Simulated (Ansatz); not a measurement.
The same path of H4Si + H6OSi2 (14 atoms, charge 0, multiplicity 1) was run twice with different band settings. Lost on the way: Si1–O2, Si10–H14. Made: Si1–Si10, O2–H14.

These are results of RHF/6-31G* (Ansatz 0.2.0), not measurements.

Relaxed end points:

```xyz
14
Properties=species:S:1:pos:R:3
Si -0.531 0.779 0.017
O -1.251 0.692 1.474
Si -1.804 0.172 2.914
H -2.408 -1.167 2.775
H -0.699 0.098 3.888
H -2.824 1.110 3.413
H 0.903 1.080 0.178
H -1.161 1.845 -0.779
H -0.670 -0.503 -0.700
Si 2.148 -3.252 1.149
H 1.306 -4.396 0.750
H 2.793 -2.674 -0.045
H 3.182 -3.708 2.097
H 1.308 -2.227 1.797
```

```xyz
14
Properties=species:S:1:pos:R:3
Si 0.551 -0.352 -0.696
O -0.185 -0.290 2.639
Si -1.640 -0.318 3.423
H -2.624 -0.844 2.469
H -1.575 -1.185 4.616
H -2.036 1.034 3.863
H 1.238 0.867 -0.220
H -0.904 -0.194 -0.502
H 0.802 -0.470 -2.151
Si 1.373 -2.262 0.413
H 0.273 -3.128 0.884
H 2.216 -3.063 -0.506
H 2.217 -1.888 1.569
H 0.590 -0.054 3.129
```

Common settings: movable images 5; climbing image yes; spring 5.0 eV/Å²; optimiser quadratic models (default); start path through a guess of the saddle point; iteration limit 60; end points relaxed.

| run | force threshold |
| --- | --- |
| 1 | 0.05 eV/Å |
| 2 | 0.5 eV/Å |

(1) What does each run give, and how far can it be trusted?

Answers

(1) Run 1: converged after 29 iterations, highest image 3.783 eV above the first end. Neighbouring images differ by up to 3.6 eV, so the band resolves the path poorly. A vibrational analysis at the climbing image gives one clearly imaginary mode, 340i cm⁻¹: a first-order saddle point.
Run 2: converged after 9 iterations, highest image 3.904 eV above the first end. The threshold of 0.5 eV/Å is loose, so the images may lie well off the minimum-energy path. Neighbouring images differ by up to 3.6 eV, so the band resolves the path poorly. The order of the point at the top wasn't checked.
The orbitals stay closed-shell, which can raise the energy where a bond breaks towards radicals; this wasn't checked here.
